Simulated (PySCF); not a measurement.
Compound: C5H6OP2.
Numbering: `[CH3:1][O:2][c:3]1[cH:4][p:5][cH:6][cH:7][p:8]1`

Definitions: NICS(0) = −σiso at the ring centroid; NICS(1) = −σiso and NICS(1)zz = −σzz at ±1 Å along the ring normal z. Level: GIAO PBE0/pcSseg-1 (PySCF, non-relativistic, gas phase) on the GFN2-xTB geometry, one conformer.

Ring bond lengths (Å), with Mayer bond orders in brackets: C3–C4 1.384 (1.41), C4–P5 1.727 (1.36), P5–C6 1.739 (1.27), C6–C7 1.369 (1.54), C7–P8 1.735 (1.32), P8–C3 1.761 (1.21).

**Question.** Give the NICS values of each ring in ppm.

**Answer.** 
```tsv
ring	type	NICS(0)	NICS(1), two faces	NICS(1)zz, two faces	rms pucker (Å)	centre to ring atoms, mean (Å)
C3–C4–P5–C6–C7–P8	6-membered ring with 2 P; formal bonds all aromatic	-7.3	-10.0 / -9.9	-24.2 / -24.1	0.00	1.61
```

**Question.** What do they say, and how far can they be read as aromaticity?

**Answer.** 
- C3–C4–P5–C6–C7–P8: mean NICS(1)zz -24.2 ppm, shielded.

**Question.** What does the geometric index give? HOMA = 1 − mean of α(R − Ropt)² over the ring bonds, with Krygowski's 1993 parameters (CC: Ropt 1.388 Å, α 257.7 Å⁻²; CP: Ropt 1.698 Å, α 118.91 Å⁻²).

**Answer.** 
- C3–C4–P5–C6–C7–P8: HOMA 0.83; the largest term is that of P8–C3, α(R − Ropt)² = 0.47.

**Question.** What is the mean of the two in-plane components of NICS at the second NICS(1) probe listed for ring C3–C4–P5–C6–C7–P8, 1 Å off the ring?

**Answer.** The isotropic value is a third of the trace: (3 × -9.9 − (-24.1))/2 = -2.8 ppm.

**Question.** Give the inner angles of the rings and the Hirshfeld charges of the ring atoms.

**Answer.** 
- C3–C4–P5–C6–C7–P8: C3 127.0° (+0.026 e), C4 130.3° (-0.128 e), P5 102.4° (+0.110 e), C6 128.0° (-0.114 e), C7 130.3° (-0.099 e), P8 102.0° (+0.065 e); sum 720.0° against 720° for a flat convex ring.

Conformer computed: `[CH3:1][O:2][c:3]1[cH:4][p:5][cH:6][cH:7][p:8]1`: C1–O2–C3–C4 179°.
